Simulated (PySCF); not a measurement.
2,5-dichloro-1,4-benzoquinone, C6H2Cl2O2.
Bonds: O1–C2 (double), C2–C3, C3–C4 (double), C4–Cl5, C4–C6, C6–O7 (double), C6–C8, C8–C9 (double), C9–Cl10, C2–C9. Hydrogens: H11 on C3; H12 on C8.

All values: CAM-B3LYP/def2-SVPD (PySCF, non-relativistic), on one gas-phase PBE0-D3(BJ)/def2-SVP geometry that isn't relaxed in the solvent. The solvent is an IEF-PCM continuum (van der Waals radii × 1.2). The model holds no explicit solvent molecules, cavitation or dispersion.

Gas phase at CAM-B3LYP/def2-SVPD: HOMO -9.66 eV, LUMO -3.09 eV, dipole 0.01 D.

What does the continuum do to the energy, the frontier levels and the dipole at CAM-B3LYP/def2-SVPD in chloroform and acetone?

| solvent | ε | E(solvent) − E(gas) (kJ/mol) | polarisation term (kJ/mol) | distortion of the solute (kJ/mol) | HOMO (eV) | LUMO (eV) | dipole (D) |
| --- | --- | --- | --- | --- | --- | --- | --- |
| chloroform | 4.711 | -22.16 | -25.04 | 2.88 | -9.44 | -2.94 | 0.01 |
| acetone | 20.49 | -30.05 | -35.51 | 5.46 | -9.37 | -2.90 | 0.01 |

Polarisation term: ½ Σ q·V over the induced surface charges. Distortion: the rise of the solute's own energy as its density leaves the gas-phase optimum. From chloroform to acetone the lowering changes by a factor 1.36, Onsager's factor (ε − 1)/(2ε + 1) by 1.30 and ε itself by 4.3. Charge and dipole vanish, so a point-dipole model would give no lowering at all.

How does the static polarisability (CAM-B3LYP/def2-SVPD, frozen core, with the continuum's full static response) change?

| medium | isotropic (au) | principal values (au) | ⟨r²⟩ of the electrons (bohr²) |
| --- | --- | --- | --- |
| gas | 105.2 | 58.6, 100.7, 156.3 | 2075.9 |
| chloroform | 134.8 | 71.9, 124.6, 208.0 | 2077.8 |
| acetone | 147.1 | 79.0, 133.5, 228.7 | 2078.6 |

The isotropic value in acetone is 1.40 times the gas-phase one; no cavity-field correction is applied. ⟨r²⟩ is taken about the centre of nuclear charge.

The run took 45 s on Intel Xeon Platinum 8559C, one thread, no GPU (shared host), and the process peaked at 1.3 GiB of memory. This is the whole response run at CAM-B3LYP/def2-SVPD in acetone, SCF included.
